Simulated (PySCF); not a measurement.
# AsPb: frontier orbitals

HSE06 at R = 2.535 Å; As def2-SVP, Pb def2-SVP with ECP60; scalar-relativistic core potentials (PySCF 2.14). State: ²Π (doublet), unpaired electrons π ↑. Only the outer orbitals are listed, counted within each symmetry, core potentials removing the inner ones.

```json
{"spin": "α", "orbital": "10σ", "occ.": "1", "ε (eV)": "-15.82", "on As (%)": "69", "main shells (%)": "67 As s, 27 Pb s"}
{"spin": "α", "orbital": "11σ", "occ.": "1", "ε (eV)": "-12.17", "on As (%)": "33", "main shells (%)": "66 Pb s, 28 As s"}
{"spin": "α", "orbital": "6π", "occ.": "1", "ε (eV)": "-6.22", "on As (%)": "77", "main shells (%)": "76 As p, 22 Pb p"}
{"spin": "α", "orbital": "12σ", "occ.": "1", "ε (eV)": "-5.90", "on As (%)": "57", "main shells (%)": "54 As p, 38 Pb p"}
{"spin": "α", "orbital": "6π", "occ.": "1", "ε (eV)": "-5.53", "on As (%)": "71", "main shells (%)": "71 As p, 27 Pb p"}
{"spin": "α", "orbital": "7π", "occ.": "0", "ε (eV)": "-2.93", "on As (%)": "23", "main shells (%)": "77 Pb p, 22 As p"}
{"spin": "α", "orbital": "7π", "occ.": "0", "ε (eV)": "-2.49", "on As (%)": "28", "main shells (%)": "72 Pb p, 27 As p"}
{"spin": "α", "orbital": "13σ", "occ.": "0", "ε (eV)": "0.18", "on As (%)": "25", "main shells (%)": "74 Pb p, 31 As p"}
{"spin": "β", "orbital": "10σ", "occ.": "1", "ε (eV)": "-15.10", "on As (%)": "58", "main shells (%)": "55 As s, 38 Pb s"}
{"spin": "β", "orbital": "11σ", "occ.": "1", "ε (eV)": "-11.83", "on As (%)": "42", "main shells (%)": "55 Pb s, 38 As s"}
{"spin": "β", "orbital": "12σ", "occ.": "1", "ε (eV)": "-5.67", "on As (%)": "55", "main shells (%)": "52 As p, 41 Pb p"}
{"spin": "β", "orbital": "6π", "occ.": "1", "ε (eV)": "-5.17", "on As (%)": "56", "main shells (%)": "56 As p, 43 Pb p"}
{"spin": "β", "orbital": "6π", "occ.": "0", "ε (eV)": "-4.24", "on As (%)": "46", "main shells (%)": "53 Pb p, 46 As p"}
{"spin": "β", "orbital": "7π", "occ.": "0", "ε (eV)": "-2.39", "on As (%)": "42", "main shells (%)": "57 Pb p, 42 As p"}
{"spin": "β", "orbital": "7π", "occ.": "0", "ε (eV)": "-2.04", "on As (%)": "53", "main shells (%)": "52 As p, 46 Pb p"}
```

Problem. Which are the highest filled and the lowest empty level, where do they sit, and how wide is the gap?

Solution. Highest filled β 6π at -5.17 eV (in %: 56 As p, 43 Pb p); lowest empty β 6π at -4.24 eV (in %: 53 Pb p, 46 As p); the gap at HSE06 is 0.93 eV. Both belong to one degenerate shell, split only by its one-sided filling, so this is no excitation gap.

```json
{
 "bond order (Mayer)": "2.21",
 "⟨S²⟩": "0.776",
 "charge on As (Mulliken, basis-dependent)": "-0.20",
 "charge on As (Löwdin, basis-dependent)": "-0.12",
 "dipole moment (positive dipole means As(−)Pb(+))": "2.37 D"
}
```

Spin–orbit coupling is left out, which matters for elements this heavy, above all for dissociation energies. The state is the lowest determinant that a PBE0 search found; another state may lie lower at other levels.
